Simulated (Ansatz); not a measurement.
# Molecular dynamics of CH10OSi3

Input file:

```yaml
crystal:
  periodic: [false, false, false]
  atoms:
    - { symbol: Si, position_ang: [-0.039793, -0.149031, 0.015368] }
    - { symbol: C, position_ang: [0.060178, -0.24804, 1.876273] }
    - { symbol: H, position_ang: [-0.870913, -0.661193, 2.301918] }
    - { symbol: H, position_ang: [0.871131, -0.892197, 2.205039] }
    - { symbol: H, position_ang: [0.220437, 0.732892, 2.327049] }
    - { symbol: Si, position_ang: [2.04217, 0.243771, -0.874592] }
    - { symbol: H, position_ang: [3.10871, -0.432603, -0.169651] }
    - { symbol: H, position_ang: [2.130242, -0.14674, -2.275993] }
    - { symbol: H, position_ang: [2.31473, 1.660994, -0.791725] }
    - { symbol: O, position_ang: [-0.543563, 1.492571, -0.48302] }
    - { symbol: H, position_ang: [-1.521115, 1.518756, -0.159926] }
    - { symbol: Si, position_ang: [-1.194369, -1.850571, -0.798913] }
    - { symbol: H, position_ang: [-2.537602, -1.999734, -0.282223] }
    - { symbol: H, position_ang: [-1.262334, -1.704689, -2.229173] }
    - { symbol: H, position_ang: [-0.457676, -3.069803, -0.507485] }
basis:
  gaussian: { orbitals: STO-3G }
hamiltonian:
  xc: pbe0
  dispersion: d4
md:
  timestep: 1.0
  n_steps: 100
  ensemble: nve
  temperature: 200.0
  initial_velocities: maxwell_boltzmann
  seed: 928088
```

Run as:

```bash
$ ansatz run input.yaml --threads 1 --pin off --max-ram 2048MiB --backend cpu --events-out ev --progress --plain --runs-dir out
```

It goes on from the last frame of an earlier run, with new velocities.

Output, in part (step lines, the closing report, with atoms numbered from 0):

```
md step     0: t =     0.00 fs  T =   200.0 K  F+E_penalty+E_count = -26553.07606117 eV  E_kin = 0.336076 eV  conserved = -26552.73998517 eV  (21 SCF iters)
[... lines left out ...]
Total energy: -26553.02887308 eV, -975.8058127961 hartree
Atom 0 at    -0.043820     0.018164    -0.040820 Å, force     1.247532    -1.184772     0.985379 eV/Å
Atom 1 at     0.200173    -0.200496     1.833308 Å, force     0.178862    -1.766744     0.278290 eV/Å
Atom 2 at    -0.681495    -0.005979     2.459909 Å, force     0.014021     0.405019    -0.296007 eV/Å
Atom 3 at     0.380311    -1.309725     1.998481 Å, force     0.322741     1.510392    -0.010874 eV/Å
Atom 4 at     1.054923     0.392986     2.226334 Å, force    -0.556336    -0.539689    -0.200449 eV/Å
Atom 5 at     2.085503     0.087717    -0.852407 Å, force    -0.853120    -0.430305     0.682243 eV/Å
Atom 6 at     2.979909     0.253622     0.281547 Å, force    -0.014727     0.143577    -0.366470 eV/Å
Atom 7 at     2.283470    -1.262661    -1.348589 Å, force     0.271979     0.351855    -0.212850 eV/Å
Atom 8 at     2.297681     1.089011    -1.859525 Å, force     0.228299     0.019259    -0.180646 eV/Å
Atom 9 at    -0.918387     1.426225    -0.274316 Å, force     0.596904     1.564928    -1.313212 eV/Å
Atom 10 at    -1.747974     1.306563     0.247972 Å, force    -1.173822    -0.207055     0.743716 eV/Å
Atom 11 at    -1.097698    -1.804260    -0.877792 Å, force     0.418033    -0.386998     0.074994 eV/Å
Atom 12 at    -2.500399    -1.612974    -0.678821 Å, force    -0.464270    -0.084563    -0.121647 eV/Å
Atom 13 at    -0.821132    -1.856990    -2.306566 Å, force    -0.188200    -0.188611     0.300504 eV/Å
Atom 14 at    -0.757233    -3.102382    -0.258366 Å, force    -0.027894     0.793706    -0.362972 eV/Å
Dipole moment:    -0.064239    -0.096114     0.090903 e Å
```

The steps, from the saved trajectory:

| time (fs) | T (K) | potential energy less start (eV) | conserved less start (meV/atom) |
| --- | --- | --- | --- |
| 0 | 200 | 0.000 | 0.00 |
| 3 | 120 | 0.143 | 0.57 |
| 6 | 122 | 0.139 | 0.57 |
| 9 | 177 | 0.041 | 0.20 |
| 12 | 203 | -0.001 | 0.33 |
| 15 | 182 | 0.041 | 0.68 |
| 18 | 209 | -0.012 | 0.22 |
| 21 | 172 | 0.052 | 0.33 |
| 24 | 163 | 0.071 | 0.55 |
| 27 | 198 | 0.011 | 0.49 |
| 30 | 275 | -0.125 | 0.05 |
| 33 | 230 | -0.044 | 0.48 |
| 36 | 209 | -0.009 | 0.46 |
| 39 | 208 | -0.011 | 0.18 |
| 42 | 207 | -0.007 | 0.33 |
| 45 | 226 | -0.036 | 0.55 |
| 48 | 291 | -0.151 | 0.09 |
| 51 | 244 | -0.070 | 0.22 |
| 54 | 184 | 0.035 | 0.53 |
| 57 | 185 | 0.031 | 0.41 |
| 60 | 227 | -0.045 | 0.00 |
| 63 | 180 | 0.043 | 0.57 |
| 66 | 190 | 0.024 | 0.49 |
| 69 | 216 | -0.026 | 0.04 |
| 72 | 169 | 0.059 | 0.52 |
| 75 | 174 | 0.053 | 0.59 |
| 78 | 216 | -0.026 | 0.07 |
| 81 | 163 | 0.070 | 0.50 |
| 84 | 172 | 0.056 | 0.56 |
| 87 | 226 | -0.041 | 0.21 |
| 90 | 213 | -0.017 | 0.33 |
| 93 | 180 | 0.042 | 0.51 |
| 96 | 177 | 0.045 | 0.44 |
| 99 | 194 | 0.013 | 0.17 |

The run went to its last step. The conserved energy stayed within 0.7 meV per atom of its start (net change 0.36 meV per atom), so the integration is sound. A run of 0.1 ps of so small a system gives no equilibrium averages. Limits of this set-up: minimal basis.

The same pairs are bonded in the first frame and the last. Pairs count as bonded within 1.25 times the sum of covalent radii (0.12 Å more for H–H).

Last frame:

```xyz
15
Properties=species:S:1:pos:R:3
Si -0.044 0.018 -0.041
C 0.200 -0.201 1.833
H -0.681 -0.006 2.460
H 0.380 -1.310 1.998
H 1.055 0.393 2.226
Si 2.086 0.088 -0.852
H 2.980 0.254 0.281
H 2.284 -1.263 -1.349
H 2.298 1.089 -1.859
O -0.918 1.426 -0.274
H -1.748 1.307 0.248
Si -1.098 -1.804 -0.878
H -2.500 -1.613 -0.679
H -0.821 -1.857 -2.307
H -0.757 -3.102 -0.258
```

The run took 5.4 min on 1 thread of Arm Neoverse V2 (shared host), peak memory 0.13 GiB.
